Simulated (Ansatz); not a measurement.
Reaction (atomization): `[SiH3][C]1=C[S][GaH]1` → 2 C• + Ga• + 5 H• + S• + Si•

Computed with Ansatz on PBE0-D4/def2-TZVP structures; ΔE is electronic, products minus reactants. CBS: MP2 limit from def2 TZ/QZ plus the TZ coupled-cluster correction, frozen cores. This one scheme is used for every species, atoms too. For atomizations the MP2-based limit and the directly extrapolated one differ by several kJ/mol either way, and by 10 to 25 for some Ge, Se and Sn compounds, so smaller differences from it don't rank the levels. DFT in def2-TZVPP. HSE06 is defined as in plane-wave codes. Open shells (•) are unrestricted, without spin–orbit coupling. Spin–orbit coupling would lower the free atoms: a little for C, S, Si; clearly for Ga. Bonds to Ga are less sure, by a few kJ/mol each and by 10 to 20 or more in all where they break to atoms, as the def2 sets lack core-valence functions. Scalar relativity is left out up to krypton.

`[SiH3][C]1=C[S][GaH]1`:

Cartesian coordinates in Å:
```
Si -0.417 1.177 1.139
C 0.032 -0.109 -0.096
C 0.795 0.059 -1.196
S 1.077 -1.363 -2.234
Ga -0.233 -2.008 -0.493
H -1.895 1.344 1.217
H 0.054 0.792 2.499
H 0.195 2.485 0.771
H 1.257 0.997 -1.508
H -0.864 -3.373 -0.100
```

```json
{"level": "LDA (SPW92)", "ΔE (kcal/mol)": "927.7", "difference from CCSD(T)/CBS": "116.6"}
{"level": "revPBE-D4", "ΔE (kcal/mol)": "805.6", "difference from CCSD(T)/CBS": "-5.5"}
{"level": "r2SCANh-D4", "ΔE (kcal/mol)": "810.7", "difference from CCSD(T)/CBS": "-0.4"}
{"level": "HSE06-D4", "ΔE (kcal/mol)": "813.8", "difference from CCSD(T)/CBS": "2.7"}
{"level": "PBE0", "ΔE (kcal/mol)": "807.0", "difference from CCSD(T)/CBS": "-4.1"}
{"level": "CAM-B3LYP", "ΔE (kcal/mol)": "799.7", "difference from CCSD(T)/CBS": "-11.4"}
{"level": "CCSD(T)/def2-TZVPP", "ΔE (kcal/mol)": "790.8", "difference from CCSD(T)/CBS": "-20.3"}
{"level": "MP2/def2-QZVPP", "ΔE (kcal/mol)": "817.4", "difference from CCSD(T)/CBS": "6.3"}
{"level": "SCS-MP2/def2-QZVPP", "ΔE (kcal/mol)": "812.9", "difference from CCSD(T)/CBS": "1.8"}
{"level": "CCSD/CBS(def2)", "ΔE (kcal/mol)": "795.1", "difference from CCSD(T)/CBS": "-16.0"}
{"level": "CCSD(T)/CBS", "ΔE (kcal/mol)": "811.1", "difference from CCSD(T)/CBS": "0"}
```

Largest T1 diagnostic among the species: 0.015.

In def2-TZVPP, CCSD(T) changes the Hartree–Fock value by +206.5 kcal/mol (the triples alone add +16.0 kcal/mol) and MP2 by +221.1 kcal/mol; breaking electron pairs costs correlation energy, which Hartree–Fock lacks. From PBE to PBE0 (25 % exact exchange), in def2-TZVPP and without D4, ΔE moves by −10.2 kcal/mol: exact exchange takes away binding that semilocal exchange gives to molecules. At CCSD(T), def2-SVP lies −50.5 kcal/mol from the extrapolated value and def2-TZVPP −20.3 kcal/mol: correlation converges slowly with the basis, and small sets miss more of it in the bonded molecule than in its fragments.
